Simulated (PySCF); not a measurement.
Trend along the fourth-period p block: MBi cations

CCSD(T) with double-zeta basis sets in PySCF, for the lowest determinant that a PBE0 search found; no spin–orbit coupling. De refers to high-spin ground-configuration atoms (the charge goes to the atom of lower measured ionisation energy or higher electron affinity, which is not always the lowest computed limit).

```csv
M,basis,"reference, frozen orbitals",charged atom,state (unpaired electrons),Re (Å),ωe (cm⁻¹),De (eV)
Ga,cc-pVDZ-PP,"UHF, 8",Ga+,"quartet (σ ↑, π ↑↑)",3.093,89.9,n/a
Ge,cc-pVDZ-PP,"UHF, 8",Bi+,triplet (π ↑↑),2.715,199,n/a
Se,def2-SVP,"RHF, 13",Bi+,singlet (closed shell),2.416,292,n/a
Br,def2-SVP,"UHF, 13",Bi+,doublet (π ↑),2.528,261,n/a
```

The shortest bond is that of BiSe⁺ (2.416 Å), the longest that of GaBi⁺ (3.093 Å).

The rows differ in basis set, which adds steps of its own.

The state changes along the series, so neighbouring rows are not always alike in their bonding.

Correlated steps freeze the inner cores (8 to 13 orbitals); shallow outer-core shells are correlated. Spin–orbit coupling is left out, which matters for elements this heavy, above all for dissociation energies. The CCSD T1 diagnostic is raised in BiSe⁺, a sign that a single reference may not be enough there. States were picked by a PBE0 search and need not be the measured ground states.
